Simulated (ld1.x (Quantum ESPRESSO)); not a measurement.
**PBE PAW dataset for hydrogen, scalar-relativistic all-electron reference.**

- Element: hydrogen (H)
- Generator: ld1.x (Quantum ESPRESSO) 7.5
- Type: PAW
- Functional: PBE
- Relativity: scalar-relativistic
- Frozen core: none
- Valence charge: 1
- Reference configuration: 1s1
- Partial waves: 1s (bound): rcut 0.65, rcutus 0.90 bohr; 1s channel at 3.45 Ry: rcut 0.65, rcutus 0.90 bohr; 2p channel at -0.15 Ry: rcut 0.55, rcutus 0.70 bohr; 2p channel at 1.9 Ry: rcut 0.55, rcutus 0.70 bohr
- Local potential: all-electron potential smoothed inside 0.60 bohr (lloc = -1)
- Core correction: none
- Augmentation charge: PSQ, radius 0.60 bohr

All-electron outer shells of the reference configuration (PBE, scalar-relativistic, ld1.x):

| shell | level (eV) | outermost node (bohr) | outermost maximum (bohr) |
| --- | --- | --- | --- |
| 1s | -6.49 | – | 1.03 |

**Question.** Estimate the cutoffs (Ry, on a coarse ladder) from which the occupation-weighted sum of valence levels, in a spherical-Bessel basis at the reference potential, stays within 10 and 1 mRy of its value at 400 Ry.

**Answer.** 21 Ry and 40 Ry.

**Question.** Does the potential have ghost states?

**Answer.** No extra level below or beside the all-electron valence levels (s, p, d, f tested).

**Question.** Is the overlap operator S = 1 + Σ q|β⟩⟨β| positive definite (Bessel basis up to 400 Ry)?

**Answer.** Yes: its lowest eigenvalue is 0.99 (p channel).
